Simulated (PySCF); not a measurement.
# Basis and Hamiltonian dependence of the ionisation energy of In

In [Kr] 4d10 5s2 5p1 (2P) → In⁺ [Kr] 4d10 5s2 (1S). Calculated with PySCF 2.14 from differences of total energies of unrestricted determinants, without spin-orbit coupling. Values in eV.

```tsv
basis	Hamiltonian	functions	UHF	r2SCAN	PBE0	MP2 (valence)	CCSD(T) (valence)	CCSD(T) (valence and next inner shell)
def2-SVP with the def2 core potential (28 electrons)	ECP	26	5.199	n/a	5.610	5.326	5.391	n/a
aug-cc-pVDZ-PP with ECP28MDF	ECP	32	5.203	5.698	5.607	5.335	5.407	n/a
x2c-SVPall	spin-free X2C	36	5.163	5.711	5.607	5.277	5.340	n/a
aug-cc-pwCVDZ-PP with ECP28MDF	ECP	48	5.207	5.708	5.611	5.347	5.424	5.421
Sapporo-DKH3-DZP-2012	spin-free X2C	52	5.219	n/a	n/a	n/a	n/a	5.420
x2c-TZVPall	spin-free X2C	60	5.205	n/a	5.614	5.378	n/a	n/a
aug-cc-pVTZ-DK3	spin-free X2C	68	5.214	5.709	5.619	5.401	5.476	n/a
x2c-TZVPPall with one added diffuse shell each of s, p, d, f type	spin-free X2C	76	5.210	5.710	5.622	5.388	5.461	5.507
def2-QZVPPD with the def2 core potential (28 electrons)	ECP	88	5.219	5.717	5.621	5.423	5.494	5.559
aug-cc-pVQZ-PP with ECP28MDF	ECP	92	5.218	5.718	5.621	5.426	5.495	n/a
aug-cc-pwCVTZ-DK3	spin-free X2C	109	5.219	5.724	5.630	5.410	5.486	n/a
x2c-QZVPPall	spin-free X2C	112	5.219	5.721	5.628	5.420	5.490	n/a
dyall-av2z	non-relativistic	130	5.279	5.780	5.680	5.411	5.492	n/a
aug-cc-pV5Z-PP with ECP28MDF	ECP	139	5.220	5.724	5.625	5.436	n/a	n/a
```

Extrapolation of MP2 (valence) from aug-cc-pVQZ-PP with ECP28MDF and aug-cc-pV5Z-PP with ECP28MDF: the correlation parts are 0.208 and 0.217 eV; with the X⁻³ form and unrounded values, (5³ × 0.217 − 4³ × 0.208)/(5³ − 4³) = 0.226 eV, and adding the Hartree-Fock value 5.220 eV of the larger basis gives 5.445 eV.

Frozen in the all-electron rows: valence: [Kr] 4d10; valence and next inner shell: [Ar] 3d10; with a core potential, the same shells as far as they lie outside it.

Non-relativistic rows lack the scalar-relativistic shift.

Reference for a calculation without spin-orbit coupling: 5.603 eV (measured, between term centres; NIST).
